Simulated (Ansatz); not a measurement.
Reaction (ligand exchange at the Si–C bond): `C#C[SiH2]F` + `N[SiH2][SiH3]` → `F[SiH2]N[SiH2][SiH3]` + `C#C`

Computed with Ansatz on PBE0-D4/def2-TZVP structures; ΔE is electronic, products minus reactants. CCSD(T)/CBS is the MP2 limit (def2-TZVPP, def2-QZVPP) plus CCSD(T) − MP2 in def2-TZVPP, frozen cores. This one scheme is used for every species. Functionals use def2-TZVPP. B3LYP here is the variant with VWN-RPA as its local correlation; programs differ in this. One conformer a species, not always the lowest.

`C#C[SiH2]F`:

```xyz
7

C     0.550    0.292    1.864
C     0.215    0.113    0.719
Si   -0.332   -0.163   -0.991
F     0.916   -0.003   -1.972
H     0.850    0.451    2.875
H    -0.856   -1.538   -1.132
H    -1.343    0.848   -1.362
```

`N[SiH2][SiH3]`:

Cartesian coordinates in Å:
```
N -0.107 0.806 1.594
Si 0.042 -0.615 0.629
Si -0.078 -0.002 -1.627
H 0.476 1.604 1.398
H -0.268 0.720 2.585
H -1.084 -1.518 0.989
H 1.299 -1.404 0.829
H 0.941 1.043 -1.928
H -1.418 0.544 -1.972
H 0.197 -1.179 -2.497
```

`F[SiH2]N[SiH2][SiH3]`:

Cartesian coordinates in Å:
```
F -1.930 -1.748 -1.339
Si -1.099 -2.078 -0.010
N 0.260 -1.064 0.178
Si 0.314 0.524 0.887
Si 0.841 2.166 -0.699
H -0.645 -3.481 -0.148
H -2.021 -1.858 1.124
H 1.104 -1.369 -0.289
H -1.036 0.766 1.459
H 1.313 0.574 1.992
H -0.220 2.249 -1.739
H 2.128 1.822 -1.366
H 0.990 3.497 -0.049
```

`C#C`:

Cartesian coordinates in Å:
```
C 0.328 -0.015 -0.500
C -0.328 0.015 0.500
H 0.913 -0.043 -1.390
H -0.913 0.043 1.390
```

```csv
level,ΔE (kcal/mol)
B3LYP,-8.4
MP2/def2-TZVPP,-9.8
```

What does CCSD(T)/CBS give? (Estimate.)

Computed: -10.2 kcal/mol. The listed levels differ from it by 1.8, 0.4 kcal/mol.

Largest T1 diagnostic among the species: 0.013.

The D4 term adds −1.4 kcal/mol with B3LYP and −0.9 kcal/mol with PBE0; it sums over pairs of atoms, weighted by their polarisabilities, and B3LYP, whose exchange is more repulsive, gets the larger term.
